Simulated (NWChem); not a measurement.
System: Si$_{2}$H$_{5}$ cation

```xyz
7

Si     0.0153    -1.2153    -0.0036
Si     0.0193     1.1667    -0.0123
H      1.2208    -2.0765     0.0156
H     -1.2301    -2.0179     0.0090
H     -0.5423     1.4665     1.3258
H      1.4262     1.5678    -0.2009
H     -0.8956     1.5008    -1.1256
```
Atoms are numbered in this order, from 1.

STO-3G and 3-21G are far too small for this property and stand as cheap habits. Geometry: optimised at B3LYP/6-31G* (spherical d).

Problem. Give the principal values of the shielding tensors (ppm) of Si1, Si2 from Hartree-Fock/STO-3G, GIAO (NWChem), with their diamagnetic and paramagnetic parts as GIAO splits them.

Solution. 
```tsv
atom	σ11	σ22	σ33	isotropic	diamagnetic	paramagnetic
Si1	-454.8	120.2	658.1	107.9	864.5	-756.7
Si2	600.0	622.6	665.1	629.2	867.3	-238.1
```
